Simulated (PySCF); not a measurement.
Gas-phase reaction: SnBr4 + 4 HBr ⇌ SnH4 + 4 Br2

Method: PySCF energies plus ideal-gas RRHO corrections (1 bar). † marks an energy on the PBE0/def2-TZVP geometry and frequencies; other levels use their own. MP2 and CCSD(T) freeze the core. All species are closed-shell singlets. B3LYP is the form with VWN-RPA correlation. Sn: scalar-relativistic def2 core potential, no spin-orbit coupling. Br: all electrons, no relativistic terms. MP2 isn't extrapolated to the basis-set limit; its ΔH°(298 K) is 862.0 kJ in def2-SVP and 825.4 kJ in def2-TZVPP. CCSD(T) isn't extrapolated to the basis-set limit. The harmonic model lacks anharmonicity and excited electronic states, which grow with temperature; levels with a mode under 35 cm⁻¹ are left out. Soft modes under 120 cm⁻¹ make the harmonic entropy rough for SnBr4.

```tsv
level	ΔE electronic, kJ	ΔH°(298 K), kJ	ΔS°(298 K), J/K	ΔG°(600 K), kJ
B3LYP/def2-TZVP†	713	707	0	709
CCSD(T)/def2-SVP†	813	807	0	809
MP2/def2-TZVPP†	831	825	0	828
PBE/def2-TZVP†	702	696	0	698
PBE0/def2-QZVP†	739	733	0	735
PBE0/def2-SVP†	767	761	0	764
PBE0/def2-TZVP	741	735	0	738
ωB97M-V/def2-TZVP†	750	744	0	747
ωB97X-V/def2-TZVP†	754	748	0	751
```
ΔH° is lowest at PBE/def2-TZVP† and highest at MP2/def2-TZVPP†. No reference value is set beside these.
